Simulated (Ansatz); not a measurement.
B2N2⁻, relaxed as a doublet with UKS PBE0-D4/def2-TZVPD in Ansatz, starting from the GFN1-xTB geometry. Force threshold 0.02 eV/Å.

Another isomer (doublet) lies 0.74 eV lower at PBE0-D4/def2-TZVPD; other spin states weren't run for this one.

Start:

```xyz
4

B     0.133   -0.468   -0.639
B    -0.135    0.468    0.639
N    -0.149    1.265    1.603
N     0.151   -1.266   -1.602
```

```json
{"step": "1", "energy (eV)": "-4326.9806", "largest force component (eV/Å)": "2.202", "SCF passes": "43"}
{"step": "2", "energy (eV)": "-4327.1110", "largest force component (eV/Å)": "0.631", "SCF passes": "29"}
{"step": "3", "energy (eV)": "-4327.1412", "largest force component (eV/Å)": "0.009", "SCF passes": "29"}
```

Force components are those of the run's own axes.

End:

```tsv
atom	x (Å)	y (Å)	z (Å)
B1	0.068	-0.488	-0.625
B2	-0.069	0.488	0.625
N3	-0.178	1.281	1.638
N4	0.178	-1.281	-1.638
```

By distances, no bond broke or formed. The bond that changes most is B2–N3, from 1.25 to 1.29 Å (atoms count from 1).

No frequencies were taken in this run, so the end may be a saddle point.

Run time 4.1 s (4 threads of Arm Neoverse V2 on a shared host).
